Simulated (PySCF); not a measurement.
# One molecule, several mistakes: BGeH7Si

Calculated results; nothing here was measured. They come from PySCF 2.14.0, an open-source quantum chemistry program, on an isolated molecule that a program drew, which may never have been made. The molecule is BGeH7Si (charge 0, singlet), drawn as the SMILES string `[BH2][GeH2][SiH3]`.

Each row is a Hartree-Fock (HF) and frozen-core CCSD(T) single point in the cc-pV(D+d)Z basis, meant for a local HF minimum. Run 1 is clean. Each other run has one planted mistake out of seven kinds, and not every kind appears here: one electron removed, one electron added, multiplicity raised by two, geometry at a saddle point, minimal basis STO-3G, one bond length entered in bohr, all coordinates scaled. The reference is restricted for singlets and unrestricted otherwise, and also for a bond in bohr. Adding or removing an electron swaps singlet and doublet. Electrons count all cores. HOMO and LUMO are orbital energies over both spins, the gradient is its largest component, and the lowest frequency (negative if imaginary) is given only where the gradient is small. Bond lengths are over the 9 bonds as drawn. T1 is the CCSD diagnostic: over 0.02 (restricted) or 0.045 (unrestricted) a single reference is doubtful. Germanium has the cc-pVDZ-PP basis, with a core potential (ECP10MDF) in place of its 10 inner electrons, and its 3s, 3p and 3d shells are frozen in CCSD(T).

Geometry of the clean run:
```xyz
10
BGeH7Si, angstrom
B    -1.3011    0.4042    0.3407
Ge   -0.7947    1.9330    1.6593
Si    1.5893    1.9429    2.0481
H    -1.2800    0.5867   -0.8437
H    -1.5758   -0.6900    0.7453
H    -1.1816    3.3139    1.1051
H    -1.4901    1.7697    3.0205
H     2.0213    0.6493    2.6302
H     2.3162    2.1504    0.7725
H     1.9485    3.0326    2.9858
```

| run | electrons | basis functions | <S^2> | HOMO (eV) | LUMO (eV) | gradient (hartree/bohr) | lowest frequency (cm^-1) | mean bond (Å) | longest bond (Å) | T1 | HF (hartree) | CCSD(T) (hartree) | mistake |
|---|---|---|---|---|---|---|---|---|---|---|---|---|---|
| 1 | 58 | 95 | 0.000 | -10.25 | 1.22 | 2.8e-05 | 89 | 1.6018 | 2.415 | 0.0129 | -611.03584 | -611.39384 | no fault |
| 2 | 58 | 95 | 0.000 | -10.12 | 1.14 | 1.7e-02 | - | 1.6498 | 2.488 | 0.0130 | -611.02944 | -611.38940 | all coordinates scaled |
| 3 | 58 | 95 | 2.023 | -7.28 | -1.78 | 4.8e-02 | - | 1.6018 | 2.415 | 0.0180 | -610.91573 | -611.26640 | multiplicity raised by two |
| 4 | 59 | 95 | 0.762 | -0.86 | 7.89 | 2.5e-02 | - | 1.6018 | 2.415 | 0.0131 | -611.02679 | -611.40492 | one electron added |
| 5 | 58 | 95 | 0.865 | -8.57 | 0.70 | 7.1e-03 | - | 1.7537 | 2.905 | 0.0390 | -610.93890 | -611.28289 | one bond length entered in bohr |
| 6 | 57 | 95 | 0.792 | -16.51 | -8.09 | 7.6e-02 | - | 1.6018 | 2.415 | 0.0188 | -610.69944 | -611.03440 | ? |

**Which mistake was planted in run 6, and what did it cost?**

It counts 57 electrons, one fewer than the clean run, at the same geometry and basis. So the mistake is: one electron removed. Subtracting run 1 and multiplying by 627.51 kcal/mol a hartree, the energy moved by 211.1 kcal/mol in HF and 225.6 kcal/mol in CCSD(T).

